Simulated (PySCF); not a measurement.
Be⁺ (beryllium, charge +1) across methods

[He] 3d1, 2D determinant (an excited configuration). Computed with PySCF 2.14 in dyall-acv3z, with the spin-free X2C one-electron Hamiltonian (Gaussian nucleus).

```tsv
method	E (hartree)	mean ε 1s α (eV)	mean ε 1s β (eV)	mean ε 3d α (eV)	Σ⟨r²⟩ (bohr²)	⟨S²⟩
LDA	-13.6819	-124.43	-124.42	-4.654	26.31	0.750
BLYP	-13.9008	-126.15	-126.16	-4.847	25.43	0.750
BHandHLYP	-13.8912	-137.51	-137.51	-5.415	25.85	0.750
LC-wPBE	-13.8579	-131.84	-131.84	-6.284	25.89	0.750
PBE0	-13.8716	-131.52	-131.51	-5.232	25.99	0.750
r2SCAN	-13.8954	-128.13	-128.14	-4.777	26.18	0.750
UHF	-13.83216	-147.83	-147.83	-5.946	26.32	0.750
PW91	-13.8823	-126.07	-126.06	-4.920	25.78	0.750
```

Problem. Estimate the same row for PBE.

Solution. E (hartree) = -13.8684; mean ε 1s α (eV) = -125.81; mean ε 1s β (eV) = -125.80; mean ε 3d α (eV) = -4.924; Σ⟨r²⟩ (bohr²) = 25.81; ⟨S²⟩ = 0.750.

The outer electron is Rydberg-like, and this basis confines it to a smaller radius and binds it less than a complete one would.
